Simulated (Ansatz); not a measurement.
(ClAlO)4 cubane (Al4Cl4O4). Total charge 0; singlet. Geometry PBE-D4/def2-SVP; atoms count from 1.

Cartesian coordinates in Å:
```
Al 0.567 0.206 1.509
Cl 1.294 0.470 3.443
O 1.579 0.293 -0.057
Al 0.759 -1.257 -0.697
Cl 1.733 -2.867 -1.592
O -0.267 -1.331 0.859
Al -1.597 -0.296 0.057
Cl -3.644 -0.676 0.130
O -0.751 1.242 0.689
Al 0.271 1.346 -0.869
Cl 0.617 3.073 -1.982
O -0.561 -0.204 -1.492
```

(1) Estimate the Mulliken populations from the PBE0/def2-TZVP orbitals of Ansatz.

(2) And the Mayer bond orders between bonded heavy atoms (over 0.3)?

Answers

(1) 
```tsv
atom	charge (e)
Al1	0.63
Cl2	-0.21
O3	-0.42
Al4	0.63
Cl5	-0.21
O6	-0.42
Al7	0.63
Cl8	-0.21
O9	-0.42
Al10	0.63
Cl11	-0.21
O12	-0.42
```
Mulliken values and Mayer orders depend strongly on the basis.

(2) Al1–Cl2 1.25 (2.08 Å); Al1–O3 0.74 (1.87 Å); Al1–O6 0.74 (1.87 Å); Al1–O9 0.74 (1.87 Å); O3–Al4 0.74 (1.87 Å); O3–Al10 0.74 (1.87 Å); Al4–Cl5 1.25 (2.08 Å); Al4–O6 0.74 (1.87 Å); Al4–O12 0.74 (1.87 Å); O6–Al7 0.74 (1.87 Å); Al7–Cl8 1.25 (2.08 Å); Al7–O9 0.74 (1.87 Å); Al7–O12 0.74 (1.87 Å); O9–Al10 0.74 (1.87 Å); Al10–Cl11 1.25 (2.08 Å); Al10–O12 0.74 (1.87 Å).
